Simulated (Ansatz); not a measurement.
Job for Ansatz (an electronic-structure program): R-r2SCAN/def2-TZVPP on AsBFH3O (SMILES OB(F)[AsH2]), a point of a torsion scan.

Ansatz 0.2 input:
```yaml
crystal:
  periodic: [false, false, false]
  atoms:
    - {symbol: O, position_ang: [-1.58102270, 0.23088262, -0.45608808]}
    - {symbol: B, position_ang: [-0.61956475, -0.36702302, 0.25123196]}
    - {symbol: F, position_ang: [-1.07480659, -1.22842146, 1.16145854]}
    - {symbol: As, position_ang: [1.40544124, -0.07996607, 0.08582044]}
    - {symbol: H, position_ang: [-1.34016494, 0.85927228, -1.13510817]}
    - {symbol: H, position_ang: [1.71213252, -1.05372796, 1.17886091]}
    - {symbol: H, position_ang: [1.35978034, 1.03259580, 1.09729903]}
basis:
  gaussian:
    orbitals: def2-TZVPP
hamiltonian:
  xc: {name: r2SCAN}
scf: {lower_state_search: off}
```

Output:

```
WARN ansatz: RAYON_NUM_THREADS=1 ignored (pool sized by the plan → 1); use --threads N
Functional definition: r2SCAN
these checks for a lower state are left out or cut short: stability, starts, cluster_reference, orbital_swaps, neighbouring_geometries, increment
integrals: 0.09 GiB planned
1026 factors; their error is unknown
mean field: 0.67 GiB planned
mean field evaluation 1: about -66327.5065 eV, gradient 6.0e1 eV
mean field evaluation 2: about -66313.3425 eV, gradient 1.1e2 eV
mean field evaluation 4: about -66332.9023 eV, gradient 6.8e0 eV
mean field evaluation 8: about -66332.9738 eV, gradient 1.6e-1 eV
mean field evaluation 16: about -66332.9665 eV, gradient 1.8e-4 eV
mean field -66332.96653857 eV, -2437.6915581929 hartree, gradient 2.6e-6 eV, S^2 0.000000; 0 other end points of the search recorded, 0 dependent functions left out
reference -66332.96654948 eV, -2437.6915585939 hartree; 29, 29 occupied and 154, 154 virtual orbitals, 1026 factors
Total energy: -66332.96654948 eV, -2437.6915585939 hartree
Checks for a lower state left out: stability, starts, cluster_reference, orbital_swaps, neighbouring_geometries, increment
```

Self-consistency was reached.

Cost: about 6 core-seconds (a rough figure).
